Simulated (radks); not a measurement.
Values are calculated unless marked as measured or tabulated.
Q: Ir5+, configuration [Xe] 4f14 5d4. Level of theory: non-relativistic Kohn-Sham, PBE, spin-polarised, spherical densities, point nucleus; open shells are filled with parallel spins first (spin-orbit coupling, left out, can overturn this in heavy ions); relativity is left out, which matters for an element this heavy (a radial shooting solver on a logarithmic mesh with Libxc functionals). Some entries of the table are withheld. Estimate them.

orbital  occ.  eigenvalue (hartree)  <r> (bohr)  <r^2> (bohr^2)
1s down     1             -2547.945     0.01967       0.0005168
1s up       1             -2547.945     0.01967       0.0005168
2s up       1             -424.7564     0.08293        0.008060
2s down     1             -424.7426     0.08293        0.008060
2p up       3             -407.9880     0.07011        0.005951
2p down     3             -407.9776     0.07011        0.005951
3s up       1             -100.3211      0.2098         0.05015
3s down     1             -100.3160      0.2098         0.05014
3p up       3             -92.46984      0.2001         0.04625
3p down     3             -92.46462      0.2001         0.04625
3d up       5             -77.83127      0.1750         0.03576
3d down     5             -77.82224      0.1750         0.03576
4s up       1             -22.67397      0.4644          0.2429
4s down     1             -22.66369      0.4644          0.2429
4p up       3             -19.32851      0.4696          0.2503
4p down     3             -19.31750      0.4695          0.2502
4d up       5             -13.19963      0.4807          0.2669
4d down     5             -13.18608      0.4805          0.2666
5s up       1              -5.21575       1.062           1.261
5s down     1              -5.10391       1.056           1.248
4f up       7              -5.06369      0.5206          0.3294
4f down     7              -5.04370      0.5183          0.3257
5p up       3                   (1)       1.146           1.474
5p down     3                   (2)       1.140           1.462
5d up       4                   (3)       1.409           2.255
5d down     0                   (4)       1.414           2.281

A: 
(1) 5p up eigenvalue (hartree): -4.16546
(2) 5p down eigenvalue (hartree): -4.04406
(3) 5d up eigenvalue (hartree): -2.49035
(4) 5d down eigenvalue (hartree): -2.35951
